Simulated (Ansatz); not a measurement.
## Four-centre ligand exchange

Start structure (BH$_{5}$O$_{3}$, singlet), relaxed at PBE0-D4/def2-TZVP:

```xyz
9
angstrom
B -1.0818 -0.0318 0.2475
H -1.3479 0.6910 -0.6672
O -2.0193 -0.7278 0.9413
O 0.2239 -0.1553 0.6098
H 2.6402 1.1956 -1.1949
O 2.4306 0.2630 -1.2699
H -2.9130 -0.5881 0.6238
H 0.3506 -0.7637 1.3457
H 1.7167 0.1172 -0.6361
```

The step: BH₃O₂ ([OH][BH][OH]) + H₂O → BH₃O₃ ([OH][B]([OH])[OH]) + H₂; bonds formed: B1–O6, H2–H5; bonds broken: B1–H2, H5–O6. Computed with Ansatz 0.2.0 (basis: def2-TZVPP and def2-QZVPP); correlated methods freeze the cores. Extrapolation: Hartree–Fock as exp(−7.88 √X), correlation as X^−2.97. Energies below are by CCSD(T) at an estimated basis limit (MP2 extrapolated from triple and quadruple zeta, plus CCSD(T) − MP2 in triple zeta).

Task: What are the electronic barrier and the energy of the step, from the start structure to the end structure? (Judge from chemistry; the value comes from the calculation.)

Result: By the calculation: Barrier 37.24 kcal/mol; step energy -20.33 kcal/mol (downhill); reverse barrier, their difference, 57.57 kcal/mol. Barrier and step energy count from the start structure, the reverse barrier from the end structure.

The saddle point: One imaginary mode of 1398i cm⁻¹.
| pair | start (Å) | saddle (Å) | end (Å) |
| --- | --- | --- | --- |
| B1–O6 | 3.84 | 1.59 | 1.37 |
| H2–H5 | 4.05 | 1.07 | 0.75 |
| B1–H2 | 1.20 | 1.41 | 3.81 |
| H5–O6 | 0.96 | 1.20 | 2.73 |

Zero-point energy (harmonic, PBE0-D4): ZPE is 41.81 kcal/mol at the start and 39.49 kcal/mol at the saddle, so the barrier goes from 37.24 to 34.93 kcal/mol.

T1 diagnostic: at most 0.013.

The step is the kind of ligand exchange by which a precursor binds to a hydroxyl group, or is hydrolysed, in atomic layer deposition of oxides.

Labels in which every atom is bracketed show which atoms are joined, not bond orders.

For scale, one of the runs: CCSD(T)/def2-TZVPP, 194 basis functions, launched by `ansatz run in.yaml --threads 4 --pin off --events-out ev --progress --plain --max-ram 9574MiB`. Time: 31 s of wall clock on 4 CPU threads of an Intel Xeon Platinum 8259CL; the host was shared. Peak host memory: 2.5 GiB.
